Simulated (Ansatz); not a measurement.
Te(SiH3)2 (Si₂TeH₆), relaxed as a singlet with RKS r2SCAN-D4/def2-SVP in Ansatz, starting from the GFN2-xTB geometry. Force threshold 0.02 eV/Å.

In the def2 sets Te takes a core potential; there is no spin–orbit coupling.

Start:

```xyz
9

Te   -0.519    1.174    1.066
Si   -1.719   -0.081   -0.718
H    -1.849   -1.502   -0.412
H    -1.075    0.047   -2.021
H    -3.044    0.516   -0.772
Si    1.707    0.108    0.743
H     2.518    0.578    1.854
H     2.341    0.510   -0.509
H     1.640   -1.350    0.769
```

```json
{"step": "1", "energy (eV)": "-23143.1246", "largest force component (eV/Å)": "0.599", "SCF passes": "24"}
{"step": "2", "energy (eV)": "-23143.1978", "largest force component (eV/Å)": "0.285", "SCF passes": "27"}
{"step": "3", "energy (eV)": "-23143.2062", "largest force component (eV/Å)": "0.101", "SCF passes": "27"}
{"step": "4", "energy (eV)": "-23143.2140", "largest force component (eV/Å)": "0.082", "SCF passes": "27"}
{"step": "5", "energy (eV)": "-23143.2150", "largest force component (eV/Å)": "0.006", "SCF passes": "26"}
{"step": "6", "energy (eV)": "-23143.2152", "largest force component (eV/Å)": "0.025", "SCF passes": "26"}
{"step": "7", "energy (eV)": "-23143.2154", "largest force component (eV/Å)": "0.036", "SCF passes": "26"}
{"step": "8", "energy (eV)": "-23143.2156", "largest force component (eV/Å)": "0.035", "SCF passes": "26"}
{"step": "9", "energy (eV)": "-23143.2157", "largest force component (eV/Å)": "0.022", "SCF passes": "27"}
{"step": "10", "energy (eV)": "-23143.2158", "largest force component (eV/Å)": "0.008", "SCF passes": "27"}
```

Force components are those of the run's own axes.

End:

```tsv
atom	x (Å)	y (Å)	z (Å)
Te1	-0.5612	1.2270	1.1580
Si2	-1.6509	-0.0424	-0.7146
H3	-1.6141	-1.5124	-0.4540
H4	-0.9702	0.2343	-2.0147
H5	-3.0650	0.4260	-0.7734
Si6	1.6343	0.0791	0.7495
H7	2.5891	0.6249	1.7564
H8	2.1337	0.3622	-0.6292
H9	1.5042	-1.3987	0.9221
```

By distances, no bond broke or formed. The bond that changes most is Si6–H7, from 1.45 to 1.49 Å (atoms count from 1).

The force fell under the threshold at step 5, but the optimiser went on. No frequencies were taken in this run, so the end may be a saddle point.

It took 15 s on 4 threads of Intel Xeon Platinum 8259CL on a shared host.
